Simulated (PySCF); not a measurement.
C3H3N2, SMILES [c]1ccn[nH]1, multiplicity 2. Atoms are numbered in the order given.

```xyz
8

C     -1.1829    -0.0862     0.0000
C     -0.5210     1.1229     0.0000
C      0.8409     0.7150     0.0000
N      0.9788    -0.6106     0.0000
N     -0.2878    -1.0887     0.0000
H     -0.9369     2.1262     0.0000
H      1.7299     1.3463     0.0000
H     -0.4521    -2.0876     0.0000
```
Charge 0, spin multiplicity 2.

Geometry optimised at B3LYP-D3(BJ)/def2-SVP. The isomer is the one that the SMILES or the coordinates give; other isomers of the formula were not compared.

Two levels are set side by side: PBE/pcH-1 (PySCF) and B3LYP/pcH-1 (PySCF). Contact hyperfine couplings, same geometry. Differences are taken from unrounded values.

```json
[
 {"quantity": "A(iso) of 13C, atom C1 (MHz)", "B3LYP": "526.8"},
 {"quantity": "A(iso) of 13C, atom C2 (MHz)", "B3LYP": "58.8"},
 {"quantity": "A(iso) of 13C, atom C3 (MHz)", "B3LYP": "66.7"},
 {"quantity": "A(iso) of 14N, atom N4 (MHz)", "B3LYP": "-7.4"},
 {"quantity": "A(iso) of 14N, atom N5 (MHz)", "B3LYP": "13.6"},
 {"quantity": "A(iso) of 1H, atom H6 (MHz)", "B3LYP": "8.7"},
 {"quantity": "A(iso) of 1H, atom H7 (MHz)", "B3LYP": "7.3"},
 {"quantity": "A(iso) of 1H, atom H8 (MHz)", "B3LYP": "4.8"}
]
```

Task: What does PBE give, and how far is it from B3LYP? (The exact figures need the calculation; the answer reports its results.)

Result: 
| quantity | PBE | PBE minus B3LYP |
|---|---|---|
| A(iso) of 13C, atom C1 (MHz) | 478.8 | -48.0 |
| A(iso) of 13C, atom C2 (MHz) | 61.7 | 2.9 |
| A(iso) of 13C, atom C3 (MHz) | 72.3 | 5.6 |
| A(iso) of 14N, atom N4 (MHz) | -6.4 | 1.0 |
| A(iso) of 14N, atom N5 (MHz) | 12.6 | -1.0 |
| A(iso) of 1H, atom H6 (MHz) | 7.6 | -1.1 |
| A(iso) of 1H, atom H7 (MHz) | 6.5 | -0.8 |
| A(iso) of 1H, atom H8 (MHz) | 3.0 | -1.8 |

Rough cost on one machine, each run with all the roots and properties that it gave: B3LYP against PBE within a factor of 2.
